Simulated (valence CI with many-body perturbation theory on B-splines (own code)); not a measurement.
**Valence orbitals of Re XXV**

Computed by configuration interaction combined with many-body perturbation theory (CI+MBPT): five valence electrons over a frozen Dirac-Fock core [Kr] 4d10, a basis of 7 s, 7 p, 7 d, 7 f, 4 g, 2 h functions for each j, with the one-electron correlation potential Σ1 (screened to all orders), the two-electron term Σ2, the three-electron term Σ3, Breit, model QED; selected single and double excitations, second order for the rest, scaled by the run's own slope (own B-spline code, finite nucleus).

No measured levels were compared; by estimate terms of the open shell hold to a few per cent of their energy, and close levels can change places. Among the levels kept, up to 1000 cm⁻¹ of a level comes from second order outside the variational space, and about a tenth of that is noise between levels of different J, which matters for small intervals. Only levels of the ground parity were solved; by the run's estimate the other parity begins above the list, which can be wrong where configurations are misplaced.

These are the spectroscopic orbitals of the CI (the correlating ones are not listed), shaped by the core and the other valence electrons. h is the expectation value of the core's Dirac-Fock operator, without the valence repulsion; Σ1 is computed up to l = 3 at one energy for each symmetry, that of its lowest orbital but kept below the first core excitation, so for empty shells it is not the orbital's own correlation shift; Breit and QED include the response of the core.

| Orbital | h (hartree) | Σ1 (cm⁻¹) | Breit (cm⁻¹) | QED (cm⁻¹) | ⟨r⟩ (bohr) |
| --- | --- | --- | --- | --- | --- |
| 5s1/2 | -28.719 | -20250 | 3149 | 2609 | 0.8172 |
| 6s1/2 | -17.8 | -6361 | 1466 | 1214 | 1.328 |
| 7s1/2 | -12.174 | -3075 | 822 | 689 | 1.949 |
| 5p1/2 | -27.007 | -18013 | 4666 | 57.4 | 0.8458 |
| 6p1/2 | -16.956 | -6237 | 2355 | 29.9 | 1.365 |
| 7p1/2 | -11.681 | -3067 | 1332 | 17.4 | 2.005 |
| 5p3/2 | -25.885 | -15255 | 2590 | 267 | 0.8860 |
| 6p3/2 | -16.404 | -5629 | 1340 | 138 | 1.413 |
| 7p3/2 | -11.365 | -2835 | 843 | 80.0 | 2.063 |
| 5d3/2 | -23.161 | -12975 | 1617 | -147 | 0.9333 |
| 6d3/2 | -14.997 | -5311 | 891 | -78.7 | 1.490 |
| 7d3/2 | -10.542 | -2804 | 532 | -46.4 | 2.172 |
| 5d5/2 | -22.931 | -12394 | 966 | -57.6 | 0.9441 |
| 6d5/2 | -14.879 | -5121 | 531 | -30.5 | 1.503 |
| 7d5/2 | -10.473 | -2715 | 323 | -17.9 | 2.187 |
| 4f5/2 | -34.32 | -29625 | 329 | -493 | 0.4535 |
| 5f5/2 | -19.741 | -11182 | 266 | -127 | 0.9964 |
| 4f7/2 | -34.166 | -28953 | -1017 | -378 | 0.4571 |
| 5f7/2 | -19.687 | -11057 | -125 | -92.7 | 0.9999 |
| 5g7/2 | -17.112 |  | -92.0 | -24.2 | 1.026 |
| 5g9/2 | -17.106 |  | -176 | -16.6 | 1.026 |

Among the shells of the start configuration 4f5, Σ1 is largest in size for 4f5/2, where it is 0.39 % of h.

Lowest root of each symmetry, sizes in configuration state functions:

```
   J  Parity  Roots  Reference  Variational  Second order  Change by selected CI (cm⁻¹)  Change by second order (cm⁻¹)
 1/2     odd     10         49        26540        241204                        -10287                            -14
 3/2     odd     21         94        25734        539434                        -10297                           -217
 5/2     odd     27        121        25442        881600                        -10019                           -298
 7/2     odd     30        132        24576       1606450                         -9535                           -419
 9/2     odd     29        128        24432       1547382                         -9390                           -422
11/2     odd     26        111        24374        855339                         -9431                           -398
13/2     odd     20         84        23362       1237410                         -9576                           -379
15/2     odd     16         62        24435        659249                         -9878                           -348
17/2     odd      9         37        24049        907001                         -9680                           -165
19/2     odd      5         20        24374        403949                         -9703                            -48
21/2     odd      3          9        21038        113320                         -9723                             -8
23/2     odd      1          3        10742         84584                         -9705                             -9
```
